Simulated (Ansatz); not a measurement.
```yaml
crystal:
  periodic: [false, false, false]
  atoms:
    - {symbol: O, position_ang: [2.328468, -2.395994, 1.838816]}
    - {symbol: C, position_ang: [1.531235, -1.921412, 1.455619]}
    - {symbol: N, position_ang: [1.017015, -1.047952, 0.816201]}
    - {symbol: Hf, position_ang: [-0.109054, 0.407150, -0.147975]}
    - {symbol: O, position_ang: [-1.462681, -0.495880, -1.217031]}
    - {symbol: O, position_ang: [-1.231732, 1.445604, 0.960313]}
    - {symbol: O, position_ang: [0.766455, 1.308116, -1.301235]}
    - {symbol: H, position_ang: [-2.446448, -1.100176, -1.715809]}
    - {symbol: H, position_ang: [-1.364516, 2.245188, 1.650855]}
    - {symbol: H, position_ang: [1.460263, 1.594965, -2.106774]}
basis:
  gaussian: {orbitals: x2c-TZVPPall, point_charges: [{charge: -1.00, position_ang: [5.893, -0.173, -0.641]}]}
hamiltonian: {xc: {name: r2SCANh}, dispersion: d3bjatm}
relax: {f_tol: 0.0001, max_steps: 2}
output: {forces: true}
```

```sh
$ ansatz run in.yaml --threads 2 --pin off --events-out ev --progress --plain --max-ram 22528MiB --backend cuda --devices 0, --max-vram 18GiB
```

Shortened log:

```
Functional definition: r2SCANh
1984 factors; their error is unknown
mean field evaluation 1: about -421104.4707 eV, gradient 1.2e2 eV
mean field evaluation 2: about -421029.7925 eV, gradient 2.3e2 eV
mean field evaluation 4: about -421128.3381 eV, gradient 1.8e1 eV
mean field evaluation 8: about -421128.8301 eV, gradient 3.7e-1 eV
mean field evaluation 16: about -421129.0176 eV, gradient 1.5e-3 eV
mean field -421129.01760785 eV, -15476.2059455881 hartree, gradient 2.4e-5 eV, S^2 0.000000; 0 other end points of the search recorded, 0 dependent functions left out
reference -421129.01763269 eV, -15476.2059465006 hartree; 60, 60 occupied and 265, 265 virtual orbitals, 1984 factors
relax step   1: F+E_penalty+E_count = -421129.07965044 eV  Δ(F+E_penalty+E_count) = +0.000e0 eV  max|allowed force component| = 2.173e1 eV/Å  Δτ_max = 0.0000 Å  (35 SCF iters, accepted)
1984 factors; their error is unknown
mean field -421134.18949963 eV, -15476.3960091052 hartree, gradient 1.2e-5 eV, S^2 0.000000; 0 other end points of the search recorded, 0 dependent functions left out
reference -421134.18952449 eV, -15476.3960100187 hartree; 60, 60 occupied and 265, 265 virtual orbitals, 1984 factors
relax step   2: F+E_penalty+E_count = -421134.24990770 eV  Δ(F+E_penalty+E_count) = -5.170e0 eV  max|allowed force component| = 3.149e0 eV/Å  Δτ_max = 0.1951 Å  (39 SCF iters, accepted)
Error: geometry relaxation did not converge after 2 steps: max|allowed force component| = 3.15e0 eV/Å (threshold 1.0e-4). Raise `relax.max_steps` over both its present limit and 2, loosen `relax.f_tol`, or start from a geometry closer to equilibrium. Where this run's directory can be resumed (`checkpoint.write`), a resume goes on for up to `relax.max_steps` more
```

(1) Something in this input is off. What?

Answers

(1) The relaxation is allowed too few steps for its threshold. No converged result was reached.
